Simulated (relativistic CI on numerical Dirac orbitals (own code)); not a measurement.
**Radial parameters of Se⁺**

Computed by Dirac-Coulomb-Breit CI, KLI orbitals optimised for each configuration, model QED (radiative potential, 1s self-energy scaled to tabulated hydrogen-like ionisation energies), valence Slater integrals scaled by 0.85, P86 correlation energy added to each configuration (own radial code, finite nucleus).

Slater integrals F^k, G^k are unscaled and averaged over j, outside the closed core [Ar] 3d10; ζ comes from projecting the Hamiltonian with its Breit term on Σ l·s of the shell.

- 4s2 4p3: F^2(4p,4p) = 48294, ζ(4p) = 2191.2 cm⁻¹; <r>(4p) = 2.142, <r^2>(4p) = 5.304 (bohr units).
- 4s 4p4: F^2(4p,4p) = 48675, G^1(4s,4p) = 66727, ζ(4p) = 2197.5 cm⁻¹; <r>(4s) = 1.747, <r^2>(4s) = 3.487, <r>(4p) = 2.124, <r^2>(4p) = 5.22 (bohr units).
- 4s2 4p2 5s: F^2(4p,4p) = 50671, ζ(4p) = 2484.9, G^1(4p,5s) = 4802.4 cm⁻¹; <r>(4p) = 2.051, <r^2>(4p) = 4.855, <r>(5s) = 4.746, <r^2>(5s) = 25.31 (bohr units).

In this model ζ of a weakly bound d, f or g electron outside closed shells comes out too small, for d by up to a factor of two or three and at times with the wrong sign; that of an outer p electron is too small as well.

For a near-neutral ion this model can misplace configurations by up to about 10,000 cm⁻¹ (more where the count of f electrons changes) and terms by 10 to 25 % of their spread. Rates follow the energies as ν³ (E1, M1) or ν⁵ (E2), so they and the lifetimes can be off by large factors. The fine structure of a lone outer electron comes out too small, for d and f at times inverted, and misplaced configurations move strength between like terms. 15 of the 15 excited levels that our extract of the measured tables holds in this range could be paired (the sources list more); they are missed by 3843 cm⁻¹ on average and 6162 at most, and levels without a partner can miss by more.

Averages of the first 10 configurations, taken without configuration mixing, which lowers the lowest level and can move excited configurations by several eV; other configurations of the list can lie among them:

| Configuration | Parity | States | Average energy above the lowest level (eV) |
| --- | --- | --- | --- |
| 4s2 4p3 | odd | 20 | 2.4 |
| 4s 4p4 | even | 30 | 14.9 |
| 4s2 4p2 5s | even | 30 | 13.7 |
| 4s2 4p2 5p | odd | 90 | 16.0 |
| 4s2 4p2 5d | even | 150 | 18.9 |
| 4s2 4p2 4d | even | 150 | 15.4 |
| 4p5 | odd | 6 | 30.1 |
| 4s2 4p 4d2 | odd | 270 | 30.2 |
| 4s 4p3 4d | odd | 400 | 27.5 |
| 4s2 4p2 6s | even | 30 | 18.3 |
